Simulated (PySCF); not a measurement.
# Do core-level shifts follow atomic charges?

C6H10ClFO.
Z-matrix (Å and degrees, PBE0-D3(BJ)/def2-SVP geometry), rows numbered from 1:
```
C 
C   1  1.5099
F   2  1.3842  1  108.17
C   2  1.5461  1  116.24  3  -120.47
C   4  1.5294  2  111.38  1    53.43
C   4  1.5368  2  108.75  1   174.67
C   4  1.5188  2  107.58  1   -69.66
O   7  1.1844  4  126.99  2    -9.71
Cl  7  1.7949  4  113.50  2   172.70
H   1  1.0991  2  109.18  3   -58.92
H   1  1.0991  2  111.23  3    60.10
H   1  1.0980  2  110.91  3  -178.06
H   2  1.1028  1  109.77  3   116.74
H   5  1.0993  4  112.37  2   -68.23
H   5  1.0996  4  108.47  2    51.69
H   5  1.0976  4  110.80  2   170.87
H   6  1.1007  4  111.33  2    57.55
H   6  1.0983  4  110.61  2   178.42
H   6  1.0979  4  108.80  2   -61.61
```

Binding energies: delta-SCF UKS SCAN, pcX-2 on the ionised atom, pcseg-1 elsewhere, spin-free X2C in PySCF 2.14.0. Charges: PBE0/pcSseg-1 ground-state density, for the ionised atom.

```
atom                    environment  C 1s (eV)  Mulliken (e)  IAO (e)  Hirshfeld (e)  ESP (e)
  C1                  methyl carbon     291.00        -0.247   -0.432         -0.128   -0.557
  C5                  methyl carbon     291.03        -0.157   -0.415         -0.123   -0.563
  C6                  methyl carbon     291.03        -0.136   -0.408         -0.120   -0.562
  C4  sp3 carbon next to a carbonyl     291.73        -0.686   -0.016         +0.005   +0.432
  C2                 sp3 C–F carbon     293.15        +0.248   +0.188         +0.066   +0.378
  C7             acyl halide carbon     294.90        +0.396   +0.368         +0.198   +0.311
```

Problem. How well does each charge scheme correlate with the binding energies over these sites?

Solution. Hirshfeld: r = 0.98, slope 11.7 eV per e; IAO: r = 0.94, slope 4.3 eV per e; Mulliken: r = 0.73, slope 3.0 eV per e; ESP: r = 0.72, slope 2.2 eV per e. Hirshfeld charges have the highest r, on only 6 points.

Problem. The point-charge model writes a binding energy as kq + V + constant, with V the potential of the other atoms' charges at the site. What does it give with the ESP charges?

Solution. V = Σ 14.40 eV Å × q/r over all other atoms: +8.34 eV at C1, +8.55 eV at C5, +8.58 eV at C6, -3.76 eV at C4, -3.80 eV at C2, -3.16 eV at C7. Fitting binding energy − V to q gives k = 15.1 eV per e and leaves an rms residual of 1.27 eV, against 1.00 eV for the fit on q alone. The model has no term for differences in relaxation between sites.

One conformer (not necessarily the lowest) at the PBE0-D3(BJ)/def2-SVP geometry, without solvent, vibrations or thermal averaging.
